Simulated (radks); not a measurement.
Effect of the nuclear size on the krypton ion Kr2+, [Ar] 3d10 4s2 4p4. Method: Dirac Kohn-Sham, relativistic LDA (MacDonald-Vosko exchange, VWN5 correlation), spin-unpolarised, spherical densities, finite nucleus; open shells fill j = l - 1/2 first; Fermi nuclear charge, rms radius 4.1884 fm; computed with a radial shooting solver on a logarithmic mesh with Libxc functionals. The rms radius is varied about that value; shifts are against it.

rms radius (fm)	total energy shift (eV)	density at nucleus (e/bohr^3)	1s1/2 shift (meV)	2s1/2 shift (meV)	3p1/2 shift (meV)	4s1/2 shift (meV)
3.6481	-0.150	4.946e+04	-63.4	-6.43	0.102	-0.124
4.0334	-0.0450	4.907e+04	-19.0	-1.93	0.030	-0.037
4.1884	0	4.892e+04	0.000	0.000	0.000	0.000
4.4983	0.0947	4.864e+04	40.0	4.05	-0.064	0.078
4.8334	0.204	4.837e+04	86.2	8.73	-0.138	0.169

Slopes of the eigenvalues against <r^2> in GHz/fm^2, as finite differences over the two radii next to the reference (eigenvalue slopes, not the field-shift constants of lines): 1s1/2 3600, 2s1/2 365, 3p1/2 -5.76, 4s1/2 7.05.
